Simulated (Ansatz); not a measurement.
CH6B3Cl, SMILES `BB(C)BCl` at its PBE0-D4/def2-TZVP geometry, where that method's forces vanish. The species carries charge 0 and has multiplicity 1.

```xyz
11

B     1.0700    1.1287    0.7723
B     0.1123   -0.0045    0.0842
C    -1.4079   -0.2053    0.4574
B     0.7701   -0.9479   -1.1198
Cl    0.6137   -0.4284   -2.7869
H     1.1504    2.2449    0.3400
H     1.7558    0.8735    1.7240
H    -1.7171    0.2223    1.4118
H    -1.9500    0.3371   -0.3318
H    -1.7484   -1.2413    0.3943
H     1.3511   -1.9792   -0.9455
```

(1) What forces (eV/Å) does PBE-D4/def2-TZVPP give on these atoms in Ansatz 0.2.0? (An estimate is asked.)

## Answers

(1) Ansatz gave: 
```
B1  -0.144 -0.198 -0.120
B2   0.212  0.115  0.016
C3   0.057 -0.022  0.035
B4  -0.034  0.086  0.159
Cl5 -0.021  0.060 -0.184
H6   0.016  0.123 -0.049
H7   0.080 -0.023  0.101
H8  -0.061  0.090  0.181
H9  -0.100  0.096 -0.150
H10 -0.073 -0.200 -0.023
H11  0.069 -0.125  0.034
```
